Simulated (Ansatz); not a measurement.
CoF₃ was relaxed with PBE0-D4 (def2-TZVP) in Ansatz in these states: charge +1 sextet, neutral quintet. The geometries follow in no particular order.

A:

```tsv
atom	x (Å)	y (Å)	z (Å)
Co1	-0.0002	-0.0002	0.0003
F2	-1.2891	-0.9869	-0.5648
F3	1.5541	-0.1198	-0.7236
F4	-0.2648	1.1069	1.2881
```

B:

Cartesian coordinates in Å:
```
Co 0.0009 0.0011 0.0008
F -0.5681 -0.5762 1.4748
F 1.3193 -0.7368 -0.7388
F -0.7521 1.3119 -0.7369
```

Problem. Judge from the bond lengths which geometry belongs to which state (an estimate).

Solution. A is the neutral quintet (Co1–F3 1.719 Å, Co1–F4 1.719 Å, Co1–F2 1.719 Å); B is the charge +1 sextet (Co1–F3 1.682 Å, Co1–F4 1.682 Å, Co1–F2 1.682 Å).
